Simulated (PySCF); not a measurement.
## What binds Br₂⁺: the parts of the energy along the bond

State: doublet, unpaired electrons π ↑. ROHF-based CCSD(T) in PySCF 2.14 with Br cc-pVTZ-PP with ECP10 and Br cc-pVQZ-PP with ECP10 (frozen core orbitals: 18; scalar-relativistic core potentials). Correlation energies are extrapolated as n⁻³ (n = 3, 4), Hartree–Fock as (n+1)·exp(−9√n). All energies in eV from Br⁺ + Br.

```csv
R (Å),HF/CBS,CCSD corr.,(T),total
1.9378,-0.524,-1.575,-0.1976,-2.296
2.0259,-1.135,-1.615,-0.2161,-2.966
2.1140,-1.389,-1.663,-0.2373,-3.290
2.2020,-1.397,-1.720,-0.2614,-3.378
2.2901,-1.236,-1.784,-0.2884,-3.309
2.4002,-0.883,-1.875,-0.3264,-3.084
2.5103,-0.432,-1.975,-0.3689,-2.776
```

A fit to the total gives Re = 2.2012 Å, De = 3.378 eV, ωe = 372.6 cm⁻¹, Be = 0.08818 cm⁻¹ (masses 78.9183 and 78.9183 u).

**Question.** At R = 2.2020 Å the CCSD correlation energy is -0.342542 hartree in the smaller basis and -0.371541 in the larger. Extrapolate it.

**Answer.** (4³·E4 − 3³·E3)/(4³ − 3³) = -0.39270 hartree; the larger basis holds 94.6 % of it.

The T1 diagnostic is 0.014. The state was picked by a PBE0 search and need not be the measured ground state. Spin–orbit coupling, excitations beyond (T) and corrections to the Born–Oppenheimer picture are left out.
